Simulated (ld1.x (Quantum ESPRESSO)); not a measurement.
tellurium (Te), TM: configuration errors across variants

| Quantity | Value |
| --- | --- |
| Element | tellurium (Te) |
| Generator | ld1.x (Quantum ESPRESSO) 7.5 |
| Type | norm-conserving Troullier–Martins (Kleinman–Bylander form) |
| Functional | PW91 |
| Relativity | non-relativistic |
| Frozen core | [Kr] 4d10 |
| Valence charge | 6 |
| Reference configuration | 5s1 5p5 |
| Partial waves | 5s (bound): rc 1.45 bohr; 5p (bound): rc 1.80 bohr; 5d channel at 0.4 Ry: rc 1.50 bohr |
| Local potential | all-electron potential smoothed inside 1.25 bohr (lloc = -1) |
| Core correction | none |

All-electron excitation energies from the reference (eV): (1) 5s2 5p4 -8.032; (2) 5s2 5p3 1.796; (3) 5s2 5p2 19.777; (4) 5s1 5p4 10.336; (5) 5s2 5p1 46.669; (6) 5s2 5p4.3 -9.535; (7) 5s0 5p6 8.172.

Tests that are not counted but printed errors over 1 eV. “local potential all-electron potential smoothed inside 0.90 bohr (lloc = -1)”: 5s2 5p2 (solver errors, printed error -14.3 eV); 5s2 5p1 (solver errors, printed error -27.4 eV).

A true bound ghost makes a file unfit for plane-wave use even where its test errors are small: the radial tests pick states by their node count and pass the ghost by. Where a test does run into it, the solver fails or the error is huge.

Errors AE − PS in meV (a dash: test not solved or not reliable):

```csv
change,(1),(2),(3),(4),(5),(6),(7),bound ghosts
base,+23,+26,+23,-3.7,+25,+21,+58,"s, d, p"
local potential all-electron potential smoothed inside 0.78 bohr (lloc = -1),+26,+27,+28,+1.8,+28,+26,+61,"s, d, p"
local potential all-electron potential smoothed inside 0.90 bohr (lloc = -1),+36,–,–,–,–,+39,+61,"s, d, p"
local potential all-electron potential smoothed inside 1.20 bohr (lloc = -1),+24,+26,+26,-2.1,+34,+22,+59,"s, d, p"
local potential all-electron potential smoothed inside 1.64 bohr (lloc = -1),+27,+24,+26,+6.0,+20,+29,+60,"d, s"
local potential all-electron potential smoothed inside 2.00 bohr (lloc = -1),+26,+37,+86,+5.5,+228,+25,+59,d
```

(1) Give the same row for: local potential all-electron potential smoothed inside 1.46 bohr (lloc = -1).

Answers

(1) +42, +28, +169, +87, +653, +53, +94; bound ghosts: d, s, p.
